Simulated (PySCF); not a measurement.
Cd(SH)(SMe) (CH4CdS2), SMILES C[S][Cd][SH].

Geometry: PBE-D3(BJ)/def2-SVP. The structure was generated by enumeration; whether it is a known compound was not checked. The def2 effective core potentials stand for the cores of Cd; spin–orbit coupling is left out. Other conformers were not sampled.

Two levels are set side by side: TDA-PBE/def2-SVPD (PySCF) and TDA-M06-2X/def2-SVPD (PySCF). Vertical, same geometry. The lowest singlet is HOMO→LUMO 99 % with PBE and HOMO→LUMO 95 % with the other functional; states are paired by order. Differences are taken from unrounded values.

```json
[
 {"quantity": "lowest singlet excitation (eV)", "TDA-M06-2X": "4.20", "TDA-PBE": "3.53", "TDA-PBE minus TDA-M06-2X": "-0.67"},
 {"quantity": "lowest triplet excitation (TDA) (eV)", "TDA-M06-2X": "3.92", "TDA-PBE": "3.19", "TDA-PBE minus TDA-M06-2X": "-0.73"},
 {"quantity": "first bright state (f over 0.05) (eV)", "TDA-M06-2X": "6.24", "TDA-PBE": "5.74", "TDA-PBE minus TDA-M06-2X": "-0.50"},
 {"quantity": "its oscillator strength", "TDA-M06-2X": "0.19", "TDA-PBE": "0.64", "TDA-PBE minus TDA-M06-2X": "0.45"}
]
```

A lower first singlet is the usual sign of a functional without exact exchange. Differences between two approximate levels are no errors against the true value.

Rough cost on one machine, each run with all the roots and properties that it gave: TDA-M06-2X against TDA-PBE about 6 times.
